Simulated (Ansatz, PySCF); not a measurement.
Caution: the highest occupied level lies above zero, so the state may not be bound. This singlet lies 0.53 eV below the relaxed triplet at the level frozen-core CCSD(T)/aug-cc-pVTZ // B3LYP-D3(BJ)/def2-TZVPD (Ansatz, an electronic-structure program).

B3LYP has the VWN-RPA correlation part, as in Gaussian. 

# H$_{2}$B$_{2}$Cl, SMILES `B[B-]Cl` (lower singlet) (charge -1, multiplicity 1)

These are B3LYP-D3(BJ)/def2-TZVPD (PySCF) values and carry that method's errors.

```
Property                             Value
------------  ----------------------------
HOMO                               0.92 eV
total energy                  -511.1529 Ha
cost          very roughly 14 core-seconds
```

```xyz
5

B     -0.7094     0.0231     0.0060
B      0.8070    -0.0266    -0.0072
Cl     2.5669    -0.0838    -0.0237
H     -1.3669    -0.9920    -0.0332
H     -1.2976     1.0793     0.0581
```
Charge -1, spin multiplicity 1.
